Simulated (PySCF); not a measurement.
Predicted microwave data (PBE0/pcSseg-1 in PySCF (dipole) on a GFN2-xTB geometry, gas phase) for one isomer of C5H14FNSi2:

- Rotational constants: A = 1155, B = 945.0, C = 685.2 MHz
- Dipole components: |μa| = 0.30 D, |μb| = 2.22 D, |μc| = 0.48 D
- Inertial defect: -234.78 u·Å²
- κ: 0.11

Task: Which candidate fits, each taken in the one conformer that was computed?
A. `[CH2:1]=[C:2]([F:3])[CH2:4][Si@@:5]([CH3:6])([SiH3:7])[NH:8][CH3:9]` with C1–C2–C4–Si5 -108°, C2–C4–Si5–C6 166°, C4–Si5–N8–C9 61°
B. `[CH3:1][CH2:2][Si@@H:3]([NH:4][SiH3:5])[C:6]1([F:7])[CH2:8][CH2:9]1` with C1–C2–Si3–N4 82°, C2–Si3–N4–Si5 -44°, C2–Si3–C6–F7 -168°
C. `[CH3:1][NH:2][C@H:3]([SiH3:4])[SiH2:5]/[CH:6]=[CH:7]\[CH2:8][F:9]` with C1–N2–C3–Si4 -74°, N2–C3–Si5–C6 63°, C3–Si5–C6–C7 92°, C6–C7–C8–F9 150°
D. `[CH3:1][CH2:2][C@@H:3]1[CH2:4][C@H:5]1[N:6]([SiH3:7])[SiH2:8][F:9]` with C1–C2–C3–C4 153°, C4–C5–N6–Si7 -88°, C5–N6–Si8–F9 170°
E. `[CH3:1][C@@H:2]([F:3])[C@@H:4]1[CH2:5][CH2:6][Si@@H:7]1[NH:8][SiH3:9]` with C1–C2–C4–C5 176°, C6–Si7–N8–Si9 100°
F. `[F:1][SiH2:2][CH2:3][N:4]([CH2:5][SiH3:6])[CH:7]1[CH2:8][CH2:9]1` with F1–Si2–C3–N4 89°, Si2–C3–N4–C5 -55°, C3–N4–C5–Si6 -67°, C3–N4–C7–C8 149°

Result: A. It is C=C(F)C[Si@@](C)([SiH3])NC, an asymmetric top, point group C1. The candidates at the same level (rigid rotor, commonest isotopes):

```json
{"SMILES": "F[SiH2]CN(C[SiH3])C1CC1", "A (MHz)": "1279", "B (MHz)": "839.7", "C (MHz)": "561.0", "μa (D)": "1.84", "μb (D)": "1.09", "μc (D)": "0.06", "Δ (u·Å²)": "-96.06", "point group": "C1", "rotor": "asymmetric top"}
{"SMILES": "C[C@@H](F)[C@@H]1CC[Si@@H]1N[SiH3]", "A (MHz)": "1779", "B (MHz)": "662.7", "C (MHz)": "522.2", "μa (D)": "1.99", "μb (D)": "0.18", "μc (D)": "0.35", "Δ (u·Å²)": "-78.93", "point group": "C1", "rotor": "asymmetric top"}
{"SMILES": "CC[C@@H]1C[C@H]1N([SiH3])[SiH2]F", "A (MHz)": "1609", "B (MHz)": "711.9", "C (MHz)": "568.7", "μa (D)": "2.30", "μb (D)": "0.78", "μc (D)": "0.32", "Δ (u·Å²)": "-135.22", "point group": "C1", "rotor": "asymmetric top"}
{"SMILES": "C=C(F)C[Si@@](C)([SiH3])NC", "A (MHz)": "1155", "B (MHz)": "945.0", "C (MHz)": "685.2", "μa (D)": "0.30", "μb (D)": "2.22", "μc (D)": "0.48", "Δ (u·Å²)": "-234.78", "point group": "C1", "rotor": "asymmetric top"}
{"SMILES": "CC[Si@@H](N[SiH3])C1(F)CC1", "A (MHz)": "1555", "B (MHz)": "742.5", "C (MHz)": "560.9", "μa (D)": "0.09", "μb (D)": "1.29", "μc (D)": "0.81", "Δ (u·Å²)": "-104.63", "point group": "C1", "rotor": "asymmetric top"}
{"SMILES": "CN[C@H]([SiH3])[SiH2]/C=C\\CF", "A (MHz)": "1797", "B (MHz)": "559.1", "C (MHz)": "488.3", "μa (D)": "2.29", "μb (D)": "0.47", "μc (D)": "0.55", "Δ (u·Å²)": "-150.26", "point group": "C1", "rotor": "asymmetric top"}
```

`CC[Si@@H](N[SiH3])C1(F)CC1` has A 35 % too high; `F[SiH2]CN(C[SiH3])C1CC1` has C 18 % too low; `CN[C@H]([SiH3])[SiH2]/C=C\CF` has A 56 % too high; `C[C@@H](F)[C@@H]1CC[Si@@H]1N[SiH3]` has A 54 % too high; `CC[C@@H]1C[C@H]1N([SiH3])[SiH2]F` has A 39 % too high. No structure here is proved a minimum.
